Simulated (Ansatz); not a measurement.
C₂H₆B₂Cl₄S₂⁺, that is (Cl2B-mu-SMe)2 with one electron fewer. Charge 1, multiplicity 2. Geometry PBE-D4/def2-SVP, that of the neutral singlet.

```tsv
atom	x (Å)	y (Å)	z (Å)
B1	-0.083	1.379	-1.001
Cl2	1.358	0.931	-2.007
Cl3	-0.920	2.920	-1.426
S4	0.308	1.423	0.967
C5	1.713	0.282	1.204
B6	-1.327	0.262	1.041
Cl7	-1.074	-1.254	2.005
Cl8	-2.719	1.304	1.522
S9	-1.471	-0.069	-0.934
C10	-0.561	-1.623	-1.236
H11	1.485	-0.350	2.083
H12	1.875	-0.337	0.302
H13	2.607	0.904	1.393
H14	-1.311	-2.392	-1.497
H15	-0.008	-1.934	-0.331
H16	0.128	-1.448	-2.084
```

At PBE-D4/def2-TZVP the gap within one spin of the charge 1 doublet nearly closes, so an electron or hole may be smeared out by delocalisation error.

Question: Estimate the α-spin orbital energies around the gap (eV) in Ansatz with PBE-D4/def2-TZVP, PBE0-D4/def2-TZVP, BHLYP-D4/def2-TZVP.

Answer: 
```json
{"orbital": "HOMO−5", "PBE-D4/def2-TZVP": "-12.12", "PBE0-D4/def2-TZVP": "-13.56", "BHLYP-D4/def2-TZVP": "-14.76"}
{"orbital": "HOMO−4", "PBE-D4/def2-TZVP": "-12.06", "PBE0-D4/def2-TZVP": "-13.39", "BHLYP-D4/def2-TZVP": "-14.57"}
{"orbital": "HOMO−3", "PBE-D4/def2-TZVP": "-12.02", "PBE0-D4/def2-TZVP": "-13.22", "BHLYP-D4/def2-TZVP": "-14.42"}
{"orbital": "HOMO−2", "PBE-D4/def2-TZVP": "-11.87", "PBE0-D4/def2-TZVP": "-13.10", "BHLYP-D4/def2-TZVP": "-14.30"}
{"orbital": "HOMO−1", "PBE-D4/def2-TZVP": "-11.73", "PBE0-D4/def2-TZVP": "-12.81", "BHLYP-D4/def2-TZVP": "-13.98"}
{"orbital": "HOMO", "PBE-D4/def2-TZVP": "-11.59", "PBE0-D4/def2-TZVP": "-12.69", "BHLYP-D4/def2-TZVP": "-13.85"}
{"orbital": "LUMO", "PBE-D4/def2-TZVP": "-6.42", "PBE0-D4/def2-TZVP": "-5.83", "BHLYP-D4/def2-TZVP": "-4.89"}
{"orbital": "LUMO+1", "PBE-D4/def2-TZVP": "-6.17", "PBE0-D4/def2-TZVP": "-5.41", "BHLYP-D4/def2-TZVP": "-4.34"}
{"orbital": "LUMO+2", "PBE-D4/def2-TZVP": "-5.42", "PBE0-D4/def2-TZVP": "-4.65", "BHLYP-D4/def2-TZVP": "-3.56"}
{"orbital": "LUMO+3", "PBE-D4/def2-TZVP": "-4.60", "PBE0-D4/def2-TZVP": "-3.81", "BHLYP-D4/def2-TZVP": "-2.73"}
{"orbital": "LUMO+4", "PBE-D4/def2-TZVP": "-4.53", "PBE0-D4/def2-TZVP": "-3.67", "BHLYP-D4/def2-TZVP": "-2.57"}
{"orbital": "LUMO+5", "PBE-D4/def2-TZVP": "-4.10", "PBE0-D4/def2-TZVP": "-3.39", "BHLYP-D4/def2-TZVP": "-2.38"}
{"orbital": "β HOMO", "PBE-D4/def2-TZVP": "-11.51", "PBE0-D4/def2-TZVP": "-12.66", "BHLYP-D4/def2-TZVP": "-13.83"}
{"orbital": "β LUMO", "PBE-D4/def2-TZVP": "-11.49", "PBE0-D4/def2-TZVP": "-11.31", "BHLYP-D4/def2-TZVP": "-10.68"}
```
